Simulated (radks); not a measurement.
Values are calculated unless marked as measured or tabulated.
Charge is removed step by step from the 5p (averaged over the sub-levels emptied) level of Nd, starting from [Xe] 4f4 6s2. Code: a radial shooting solver on a logarithmic mesh with Libxc functionals. Model: Dirac Kohn-Sham, LDA (Slater exchange, Perdew-Wang correlation), spin-unpolarised, spherical densities, finite nucleus; open shells are shared between the two j in proportion to 2j + 1; Fermi nuclear charge, rms radius 4.9123 fm.

removed (e)  E - E(0) (eV)  eigenvalue (eV)  E minus straight line (eV)
0                    0.000          -22.262                       0.000
0.125                2.853          -23.398                      -0.531
0.25                 5.851          -24.570                      -0.917
0.375                8.997          -25.774                      -1.155
0.5                 12.296          -27.005                      -1.241
0.625               15.749          -28.261                      -1.171
0.75                19.362          -29.539                      -0.942
0.875               23.135          -30.839                      -0.553
1                   27.072          -32.158                       0.000

Removing the whole electron costs 27.072 eV by Delta-SCF, against 22.262 eV from minus the eigenvalue at the starting occupation. Slater's transition state (half an electron removed) gives 27.005 eV. Integrating minus the eigenvalue over the occupation (Janak's theorem) gives 27.072 eV. The mean slope of the eigenvalue, de/dn, is 9.90 eV per electron.
